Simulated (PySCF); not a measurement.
Here is a job for PySCF.
```python
from pyscf import gto, scf, dft

mol = gto.Mole()
mol.atom = '''
    C    -2.50219631    0.96726386   -0.05262348
    O    -1.20363471    0.72135088   -0.33913944
    Si    0.05413170   -0.25064781   -0.19597400
    F    -0.27458144   -1.79883888   -0.55189251
    S     1.62462493    0.39256693   -1.35891659
    S     0.30755651   -0.19712166    1.95044387
    H    -2.91730830    1.69419327   -0.38831515
    H    -2.33831022    1.05885196    1.07133295
    H    -3.02218456    0.04809356   -0.17168363
    H     1.67711322    1.77615846   -1.14773682
    H     1.13877919   -0.83607176    2.07992216
'''
mol.basis = 'sto-3g'
mol.verbose = 4
mol.build()

mf = dft.RKS(mol)
mf.xc = 'pbe'
mf.kernel()
g = mf.nuc_grad_method()
grad = g.kernel()
```

What number of basis functions does PBE/STO-3G, gradient run with PySCF give?

47

Predict the total energy from PBE/STO-3G, gradient.

-1286.0138 Eh

Predict the HOMO-LUMO gap from PBE/STO-3G, gradient.

5.77 eV

What HOMO energy does PBE/STO-3G, gradient give?

-1.98 eV

Estimate the Mulliken (on the basis functions themselves) charges in atom order that PBE/STO-3G, gradient returns for this input.

C1 -0.19, O2 -0.39, Si3 0.71, F4 -0.20, S5 -0.09, S6 -0.14, H7 0.13, H8 0.09, H9 0.10, H10 0.01, H11 -0.03
